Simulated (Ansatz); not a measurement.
Start from `BNCC` and change one atom or group to get `CC[NH][SbH2]`.

Ansatz, PBE0-D4/def2-TZVP geometries, multiplicity 1. Each molecule was computed in one conformer, which needn't be the lowest.

Elements past krypton have def2 core potentials.  Spin–orbit coupling is left out; it splits and shifts lone-pair levels of the heavy atoms by tenths of an eV.

```tsv
property	`BNCC`
HOMO–LUMO gap (B3LYP/def2-TZVPP) / eV	7.63
LUMO energy (ωB97M-V/def2-TZVPP) / eV	2.01
HOMO energy (PBE/def2-TZVPP) / eV	-6.60
size of the dipole moment (ωB97M-V/def2-TZVPP) / D	2.10
LUMO energy (PBE0/def2-TZVPP) / eV	0.25
size of the dipole moment (B3LYP/def2-TZVPP) / D	2.11
```

(1) What does the change do to each property? (An estimate is asked.)

Answers

(1) The calculation gave: 
| property | `CC[NH][SbH2]` | shift |
| --- | --- | --- |
| HOMO–LUMO gap (B3LYP/def2-TZVPP) / eV | 5.70 | -1.93 |
| LUMO energy (ωB97M-V/def2-TZVPP) / eV | 1.08 | -0.93 |
| HOMO energy (PBE/def2-TZVPP) / eV | -5.38 | 1.22 |
| size of the dipole moment (ωB97M-V/def2-TZVPP) / D | 0.80 | -1.30 |
| LUMO energy (PBE0/def2-TZVPP) / eV | -0.55 | -0.80 |
| size of the dipole moment (B3LYP/def2-TZVPP) / D | 0.82 | -1.29 |

With PBE0 the HOMO rises by 1.14 eV and the LUMO falls by 0.80 eV, so the gap narrows by about 1.94 eV. PBE moves the HOMO by 1.22 eV and ωB97M-V by 1.20 eV. Dipoles are sizes alone; their direction can turn.

B3LYP here is the variant with VWN-RPA as its local correlation; programs differ in this.
